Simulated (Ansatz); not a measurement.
The inner images of a band of BH3 + BrH (6 atoms, charge 0, multiplicity 1) are given out of order.

Computed with RKS B3LYP/def2-SVP (Ansatz 0.2.0).

First end point:

```xyz
6
Properties=species:S:1:pos:R:3
B -0.004 0.221 -0.042
H -0.011 0.683 1.073
H 1.039 0.146 -0.641
H -1.048 0.076 -0.626
Br 0.086 -2.278 0.818
H 0.075 -1.933 2.206
```

Last end point:

```xyz
6
Properties=species:S:1:pos:R:3
B 0.020 -0.588 -0.617
H 0.004 0.403 2.607
H 1.059 0.011 -0.648
H -1.058 -0.063 -0.637
Br 0.086 -2.491 -0.549
H 0.027 -0.357 2.633
```

Put them in order from the first end to the last, with their energies above the first end.
A.
```xyz
6
Properties=species:S:1:pos:R:3
B 0.021 -0.539 -0.203
H 0.003 0.313 1.778
H 1.057 0.053 -0.324
H -1.053 -0.017 -0.316
Br 0.085 -2.459 -0.059
H 0.022 -0.437 1.913
```
B.
```xyz
6
Properties=species:S:1:pos:R:3
B 0.019 -0.440 0.059
H 0.004 0.266 1.421
H 1.050 0.062 -0.303
H -1.044 -0.006 -0.297
Br 0.083 -2.435 0.358
H 0.025 -0.533 1.551
```
C.
```xyz
6
Properties=species:S:1:pos:R:3
B -0.003 0.167 0.038
H -0.007 0.489 1.205
H 1.046 0.124 -0.547
H -1.053 0.055 -0.536
Br 0.092 -2.512 0.857
H 0.060 -1.408 1.771
```
D.
```xyz
6
Properties=species:S:1:pos:R:3
B 0.008 -0.108 0.124
H 0.001 0.282 1.324
H 1.069 0.058 -0.403
H -1.068 -0.014 -0.392
Br 0.086 -2.386 0.744
H 0.040 -0.918 1.393
```
E.
```xyz
6
Properties=species:S:1:pos:R:3
B 0.021 -0.565 -0.416
H 0.001 0.353 2.174
H 1.060 0.033 -0.442
H -1.056 -0.038 -0.433
Br 0.086 -2.471 -0.390
H 0.026 -0.397 2.297
```

C (+0.100 eV), D (+0.294 eV), B (-0.222 eV), A (-0.455 eV), E (-0.557 eV).

Run time: 73 s on 1 thread of Intel(R) Xeon(R) Platinum 8488C (Sapphire Rapids), on a shared host, peak memory 0.13 GiB.
